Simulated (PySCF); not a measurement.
Te(OMe)2 (C2H6O2Te), SMILES O(C)[Te]OC. Atoms are numbered in the order given.

```xyz
11

Te     0.0000     0.0000     0.6788
O     -1.3389     0.6600    -0.6321
C     -2.0908    -0.3041    -1.3308
H     -2.6887    -0.9461    -0.6586
H     -2.7802     0.2436    -1.9934
H     -1.4537    -0.9551    -1.9546
O      1.3389    -0.6600    -0.6321
C      2.0908     0.3041    -1.3308
H      2.6887     0.9461    -0.6586
H      2.7802    -0.2436    -1.9934
H      1.4537     0.9551    -1.9546
```

Coordinates come from a PBE0-D3(BJ)/def2-SVP optimisation. The def2 effective core potentials stand for the cores of Te; spin–orbit coupling is left out. One conformer was computed; it need not be the lowest.

Level of theory: PBE/def2-TZVP in PySCF.

Symmetry labels are those of the subgroup C2 that the program uses (full group C2).

**Question.** List the valence orbital energies around the gap with their symmetry. (An estimate is asked for; the answer gives what the named calculation found.)

**Answer.** 
```csv
orbital,symmetry,energy (eV)
HOMO−7,A,-10.70
HOMO−6,B,-10.65
HOMO−5,A,-10.22
HOMO−4,A,-7.74
HOMO−3,B,-7.71
HOMO−2,A,-6.62
HOMO−1,B,-6.62
HOMO,B,-5.03
LUMO,B,-2.54
LUMO+1,A,-1.97
LUMO+2,A,0.76
LUMO+3,B,1.33
```
